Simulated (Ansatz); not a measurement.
Geometry optimisation, RKS revPBE-D4/6-31G* (Ansatz 0.2.0).

Input:

```yaml
crystal:
  periodic: [false, false, false]
  atoms:
    - { symbol: B, position_ang: [0.05605, 0.259523, -0.039209] }
    - { symbol: H, position_ang: [-0.035211, 0.288949, 1.154682] }
    - { symbol: F, position_ang: [1.199619, 0.569888, -0.647431] }
    - { symbol: F, position_ang: [-1.023888, -0.005893, -0.782763] }
    - { symbol: S, position_ang: [0.270099, -2.6893, 0.868614] }
    - { symbol: H, position_ang: [-0.959322, -2.723516, 0.292869] }
    - { symbol: H, position_ang: [-0.043348, -1.536851, 1.566538] }
basis:
  gaussian: { orbitals: "6-31G*" }
hamiltonian:
  xc: revpbe
  dispersion: d4
relax:
  f_tol: 0.03
  max_steps: 50
output:
  orbitals: {}
```

Run as:

```bash
$ ansatz run input.yaml --threads 1 --pin off --max-ram 2048MiB --backend cpu --events-out ev --progress --plain --runs-dir out
```

Where does it end, and by what steps?

It converged. The force dipped under the threshold on the way, but the program's further checks kept it going. After 39 steps the energy has fallen by 0.175 eV; H7 moved furthest, 1.24 Å.

```csv
step,energy less start (eV),largest force component (eV/Å),accepted
0,0.0000,0.747,yes
2,-0.0679,0.875,no
4,-0.1099,0.227,yes
6,-0.1445,0.078,yes
8,-0.1477,0.227,yes
10,-0.1535,0.167,yes
12,-0.1572,0.156,yes
14,-0.1615,0.024,yes
16,-0.1626,0.140,yes
18,-0.1644,0.177,yes
20,-0.1498,0.532,no
22,-0.1678,0.178,yes
24,-0.1710,0.041,yes
26,-0.1720,0.097,yes
28,-0.1707,0.197,no
30,-0.1742,0.030,yes
32,-0.1746,0.058,yes
34,-0.1749,0.045,yes
36,-0.1751,0.043,yes
38,-0.1753,0.030,yes
39,-0.1753,0.023,yes
```

```xyz
7
Properties=species:S:1:pos:R:3
B 0.049 0.416 -0.064
H 0.441 0.970 0.928
F 0.892 0.108 -1.059
F -1.264 0.240 -0.278
S 0.333 -2.311 1.171
H -0.082 -2.851 -0.005
H -0.905 -2.409 1.721
```

Whether the end is a true minimum wasn't checked by a vibrational analysis.

Time of the run: 82 s on 1 thread of Arm Neoverse V1, with other jobs on the host, peak memory 0.13 GiB.
